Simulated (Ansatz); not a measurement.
**Reading a saddle point**

A first-order saddle point of Si₂NH₇O, singlet, PBE0-D4/def2-TZVP, with one imaginary mode of 1313i cm⁻¹:

```tsv
atom	x (Å)	y (Å)	z (Å)
Si1	-0.7063	0.3734	-0.3187
N2	0.6897	1.5345	0.1494
O3	-0.4899	0.8892	-1.8011
H4	0.4487	1.6032	-1.0347
H5	-1.8785	0.8437	0.4801
Si6	-0.1374	-1.8289	0.2637
H7	1.6048	1.1672	0.3791
H8	0.4939	2.3595	0.7035
H9	1.2377	-2.1425	-0.2149
H10	-1.0923	-2.7896	-0.3494
H11	-0.1704	-2.0096	1.7429
```

Computed with Ansatz 0.2.0 (basis: def2-TZVPP and def2-QZVPP); correlated methods freeze the cores. Extrapolation: Hartree–Fock as exp(−7.88 √X), correlation as X^−2.97.

Task: Which contacts change along the imaginary mode, and what lies on either side? (Judge from chemistry; the calculation decides.)

Result: The calculation gives: The step is Si₂NH₇O ([NH2][SiH]([OH])[SiH3]) → Si₂H₄O ([O][SiH][SiH3]) + NH₃ (still joined by a long Si–N bond), with the molecules in contact on both sides. Shortening one way: N2–H4; lengthening the same way: Si1–N2, O3–H4.
```csv
pair,one side (Å),saddle (Å),other side (Å)
N2–H4,3.11,1.21,1.02
Si1–N2,1.71,1.88,1.98
O3–H4,0.96,1.41,2.85
```

Task: Which side is lower, and how far does the saddle lie above each? (To be estimated.)

Result: The calculation gives: The side with Si1–N2, O3–H4 short is lower by 127.7 kJ/mol; the saddle lies 173.4 kJ/mol above it and 45.6 kJ/mol above the other (CCSD(T) at an estimated basis limit (MP2 extrapolated from triple and quadruple zeta, plus CCSD(T) − MP2 in triple zeta); electronic energies).

T1 diagnostic: at most 0.017.

Labels in which every atom is bracketed show which atoms are joined, not bond orders.

For scale, one of the runs: CCSD(T)/def2-TZVPP, 244 basis functions, launched by `ansatz run in.yaml --threads 4 --pin off --events-out ev --progress --plain --max-ram 9574MiB`. The run took 100 s on 4 CPU threads of an Arm Neoverse V1 (shared host), with 4.6 GiB of host memory at its peak.
